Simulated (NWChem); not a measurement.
Species: InO, doublet; SMILES [O]=[In]

```xyz
2

In     0.0000     0.0000    -0.2736
O      0.0000     0.0000     1.6759
```
Atoms are numbered in this order, from 1.

All runs: NWChem. Spin-unrestricted. Structure relaxed at the PBE0/def2-SVP, spin-unrestricted level. No stability test was run on the SCF state. def2 effective core potentials on In; no spin-orbit coupling.

**Question.** Order these runs by computing time, cheapest first, and give rough ratios: PBE/def2-QZVP; PBE/def2-SVP; PBE/def2-TZVPP.

**Answer.** PBE/def2-SVP (1), PBE/def2-TZVPP (3), PBE/def2-QZVP (30). Ratios are rough, from one shared machine; the cheapest took very roughly 2.9 core-seconds. What differs between the cheapest and the dearest: highest occupied level (eV) -5.64 → -5.83; lowest empty minus highest occupied level, either spin (eV) 0.65 → 0.70; dipole (D) 3.58 → 4.26.
